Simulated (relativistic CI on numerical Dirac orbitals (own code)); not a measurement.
## Sm²⁺: calculation against measurement

Calculated at this level of theory: Dirac-Coulomb-Breit CI, orbitals from a KLI potential per configuration, QED by a radiative potential, valence Slater integrals scaled by 0.85, P86 correlation energy added to each configuration (own radial code, finite nucleus).

Configurations in the expansion (outside the closed core [Xe]): 4f⁶, 4f⁵6s, 4f⁵6p, 4f⁵7s. The list is cut by size and lacks configurations that can hold low levels.

| Configuration | Term (tabulated) | J | Measured (cm⁻¹) | Computed | Error | Purity (%) |
| --- | --- | --- | --- | --- | --- | --- |
| 4f⁶ | 7F | 0 | 0.0 | 0 | 0 | 94 |
| 4f⁶ | 7F | 1 | 293.4 | 294 | 0 | 95 |
| 4f⁶ | 7F | 2 | 813.5 | 817 | 4 | 97 |
| 4f⁶ | 7F | 3 | 1492.7 | 1501 | 8 | 98 |
| 4f⁶ | 7F | 4 | 2277.9 | 2291 | 13 | 98 |
| 4f⁶ | 7F | 5 | 3131.5 | 3149 | 17 | 98 |
| 4f⁶ | 7F | 6 | 4027.0 | 4047 | 20 | 97 |

Measured levels from Martin, Zalubas and Hagan, Atomic Energy Levels: The Rare-Earth Elements, NSRDS-NBS 60 (1978); pairs were made by configuration, J and term (by order where the table uses no LS term), so strongly mixed levels may be paired wrongly.

Mean error by configuration (cm⁻¹): 4f⁶ 10. Over the excited levels the mean absolute error is 10 cm⁻¹ (6 of the 28 excited levels that our extract of the source holds in range could be paired, and the others can miss by more), and the median relative error of those above 1,000 cm⁻¹ is 0.55 %. Some levels of the ground configuration have no partner.
